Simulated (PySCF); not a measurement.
Isomers of C4H3F3, one GFN2-xTB conformer each. Single-point energies are computed at PBE0/pcSseg-1 (PySCF, gas phase, no added dispersion term), electronic only.

Question: Rank them by PBE0/pcSseg-1 energy, lowest first (kcal/mol).
A. `C#CCC(F)(F)F`
B. `[CH2:1]=[CH:2][C:3]([F:4])=[C:5]([F:6])[F:7]` with C1–C2–C3–F4 0° (1,1,2-trifluorobuta-1,3-diene)

Answer: A (0.0), B (4.5).

As drawn, the lower has a C≡C bond, which the higher lacks; the higher has a C=C bond outside aromatic rings, which the lower lacks. GFN2-xTB itself gives, in the same order: 0.0, 1.7. Both levels put the same isomer lowest.

Q: Which frontier levels, dipoles and rotational constants go with these structures?

A: 
```csv
SMILES,"HOMO (eV, PBE0/pcSseg-1)",LUMO (eV),dipole (D),"A, B, C (MHz)"
C#CCC(F)(F)F,-8.40,0.60,2.08,"5204, 1804, 1767"
C=CC(F)=C(F)F,-6.98,-1.08,1.51,"4878, 1898, 1366"
```

Q: As an exercise, what shares would exp(−E/RT) give at 500 K from these electronic energies alone (no entropy, no degeneracies)?

A: RT = 0.994 kcal/mol: C#CCC(F)(F)F 98.9 %, C=CC(F)=C(F)F 1.1 %.
